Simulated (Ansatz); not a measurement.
**Nudged elastic band run: Cl$_{3}$H$_{2}$Sn**

input.yaml

```yaml
crystal:
  periodic: [false, false, false]
  atoms:
    - { symbol: Sn, position_ang: [0.032105, 0.0, -0.126921] }
    - { symbol: Cl, position_ang: [-0.036235, 0.0, 2.219579] }
    - { symbol: H, position_ang: [1.640285, 0.0, -0.699934] }
    - { symbol: Cl, position_ang: [-1.136936, 1.893046, -0.870052] }
    - { symbol: Cl, position_ang: [-1.136936, -1.893046, -0.870052] }
    - { symbol: H, position_ang: [0.008317, 0.0, 5.152981] }
magnetization:
  spin_polarized: true
  initial_magnetization: 1
basis:
  gaussian: { orbitals: def2-SVP }
hamiltonian:
  xc: b3lyp
  dispersion: d4
neb:
  order_check: false
  images: 9
  f_tol: 0.05
  max_iterations: 60
  final_atoms:
    - { symbol: Sn, position_ang: [0.10020136, 0.00448629, 0.00227122] }
    - { symbol: Cl, position_ang: [-0.82356217, -0.04292472, 3.46757188] }
    - { symbol: H, position_ang: [1.71394457, 0.00544072, -0.73621686] }
    - { symbol: Cl, position_ang: [-1.00887886, 1.92303934, -0.90503565] }
    - { symbol: Cl, position_ang: [-1.00824994, -1.91248379, -0.90863188] }
    - { symbol: H, position_ang: [0.39714504, 0.02244216, 3.88564229] }
  initial_path:
    images:
      - { positions_ang: [[0.032105, 0.0, -0.126921], [-0.036235, 0.0, 2.219579], [1.640285, 0.0, -0.699934], [-1.136936, 1.893046, -0.870052], [-1.136936, -1.893046, -0.870052], [0.008317, 0.0, 5.152981]] }
      - { positions_ang: [[0.0257489, 0.0, -0.10152825], [-0.02913864, 0.0, 2.3076717], [1.64049982, 0.0, -0.67568569], [-1.13643886, 1.9077568, -0.85662502], [-1.13643886, -1.9077568, -0.85662502], [0.00636764, 0.0, 4.98839328]] }
      - { positions_ang: [[0.01939279, 0.0, -0.07613551], [-0.02204228, 0.0, 2.39576441], [1.64071464, 0.0, -0.65143738], [-1.13594172, 1.9224676, -0.84319803], [-1.13594172, -1.9224676, -0.84319803], [0.00441828, 0.0, 4.82380555]] }
      - { positions_ang: [[0.01303669, 0.0, -0.05074276], [-0.01494592, 0.0, 2.48385711], [1.64092945, 0.0, -0.62718908], [-1.13544458, 1.9371784, -0.82977105], [-1.13544458, -1.9371784, -0.82977105], [0.00246893, 0.0, 4.65921783]] }
      - { positions_ang: [[0.00668059, 0.0, -0.02535001], [-0.00784956, 0.0, 2.57194981], [1.64114427, 0.0, -0.60294077], [-1.13494743, 1.9518892, -0.81634407], [-1.13494743, -1.9518892, -0.81634407], [0.00051957, 0.0, 4.4946301]] }
      - { positions_ang: [[0.00032449, 0.0, 4.273e-05], [-0.0007532, 0.0, 2.66004251], [1.64135909, 0.0, -0.57869246], [-1.13445029, 1.9666, -0.80291708], [-1.13445029, -1.9666, -0.80291708], [-0.00142979, 0.0, 4.33004238]] }
      - { positions_ang: [[0.02029986, 0.00089726, 0.00048843], [-0.16531499, -0.00858494, 2.82154839], [1.65587619, 0.00108814, -0.61019734], [-1.10933601, 1.95788787, -0.8233408], [-1.10921022, -1.95577676, -0.82406004], [0.07828518, 0.00448843, 4.24116236]] }
      - { positions_ang: [[0.04027524, 0.00179452, 0.00093413], [-0.32987679, -0.01716989, 2.98305426], [1.67039328, 0.00217629, -0.64170222], [-1.08422172, 1.94917573, -0.84376451], [-1.08397015, -1.94495352, -0.845203], [0.15800014, 0.00897687, 4.15228234]] }
      - { positions_ang: [[0.06025061, 0.00269178, 0.00137982], [-0.49443858, -0.02575483, 3.14456014], [1.68491038, 0.00326443, -0.6732071], [-1.05910744, 1.9404636, -0.86418822], [-1.05873008, -1.93413028, -0.86634596], [0.23771511, 0.0134653, 4.06340233]] }
      - { positions_ang: [[0.08022599, 0.00358904, 0.00182552], [-0.65900038, -0.03433978, 3.30606601], [1.69942747, 0.00435258, -0.70471198], [-1.03399315, 1.93175147, -0.88461194], [-1.03349001, -1.92330703, -0.88748892], [0.31743007, 0.01795373, 3.97452231]] }
      - { positions_ang: [[0.10020136, 0.00448629, 0.00227122], [-0.82356217, -0.04292472, 3.46757188], [1.71394457, 0.00544072, -0.73621686], [-1.00887886, 1.92303934, -0.90503565], [-1.00824994, -1.91248379, -0.90863188], [0.39714504, 0.02244216, 3.88564229]] }
```

Command:

```bash
$ ansatz run input.yaml --threads 4 --pin off --max-ram 5120MiB --backend cpu --events-out ev --progress --plain --runs-dir out
```

Output, in part (warnings, iteration lines, the closing report on the highest movable image, with atoms numbered from 0):

```
NEB end point (image 0): max|allowed force component| = 5.529e-3 eV/Å (the criterion of neb.relax_end_points is 1.000e-2)
NEB end point (image 10): max|allowed force component| = 2.234e-2 eV/Å (the criterion of neb.relax_end_points is 1.000e-2)
NEB iter   1: max|band force component| = 3.823e0 eV/Å  barrier→ = 0.2800 eV  barrier← = 1.2618 eV  Δτ_max = 0.2000 Å  (329 SCF iters)
NEB iter   2: max|band force component| = 2.308e0 eV/Å  barrier→ = 0.1696 eV  barrier← = 1.1515 eV  Δτ_max = 0.2000 Å  (279 SCF iters)
NEB iter   3: max|band force component| = 2.467e0 eV/Å  barrier→ = 0.3301 eV  barrier← = 1.3119 eV  Δτ_max = 0.1002 Å  (284 SCF iters)
NEB iter   4: max|band force component| = 2.135e0 eV/Å  barrier→ = 0.1382 eV  barrier← = 1.1200 eV  Δτ_max = 0.1006 Å  (286 SCF iters)
NEB iter   5: max|band force component| = 1.456e0 eV/Å  barrier→ = 0.1295 eV  barrier← = 1.1114 eV  Δτ_max = 0.0953 Å  (268 SCF iters)
NEB iter   6: max|band force component| = 3.972e-1 eV/Å  barrier→ = 0.1288 eV  barrier← = 1.1106 eV  CI = image 3  Δτ_max = 0.0259 Å  (258 SCF iters)
NEB iter   7: max|band force component| = 7.983e-2 eV/Å  barrier→ = 0.1287 eV  barrier← = 1.1106 eV  CI = image 3  Δτ_max = 0.0191 Å  (242 SCF iters)
NEB iter   8: max|band force component| = 2.104e-2 eV/Å  barrier→ = 0.1289 eV  barrier← = 1.1107 eV  CI = image 3  Δτ_max = 0.0000 Å  (492 SCF iters)
Total energy: -43424.02828557 eV, -1595.8036056313 hartree
Atom 0 at     0.019892    -0.000001     0.038786 Å, force    -0.004036     0.000000    -0.004079 eV/Å
Atom 1 at    -0.079868    -0.000002     2.468304 Å, force     0.000000     0.000000     0.000181 eV/Å
Atom 2 at     1.640499    -0.000000    -0.529588 Å, force    -0.000811    -0.000000    -0.000525 eV/Å
Atom 3 at    -1.123437     1.901697    -0.750265 Å, force     0.002532    -0.004211     0.001581 eV/Å
Atom 4 at    -1.123437    -1.901697    -0.750270 Å, force     0.002532     0.004211     0.001581 eV/Å
Atom 5 at     0.036951     0.000003     4.328634 Å, force    -0.000217    -0.000000     0.001261 eV/Å
Dipole moment:     0.416295    -0.000000    -0.026107 e Å
```

The forces met the threshold. A vibrational analysis at the climbing image gives one clearly imaginary mode, 707i cm⁻¹: a first-order saddle point.

Final band (atoms are numbered from 1 in the order of the input):

```csv
image,path coordinate (Å),energy (eV),Sn1–Cl2 (Å),Cl2–H6 (Å)
0,0.00,0.000,2.35,2.93
1,0.31,0.009,2.35,2.62
2,0.62,0.051,2.36,2.27
3,0.93,0.129,2.43,1.86
4,1.24,-0.418,2.71,1.45
5,1.55,-0.809,3.00,1.30
6,1.85,-0.902,3.23,1.29
7,2.16,-0.942,3.45,1.29
8,2.47,-0.966,3.61,1.29
9,2.77,-0.979,3.65,1.29
10,3.08,-0.982,3.59,1.29
```

The run took 4.5 min on 4 threads of Arm Neoverse N1 (shared host), peak memory 0.32 GiB.
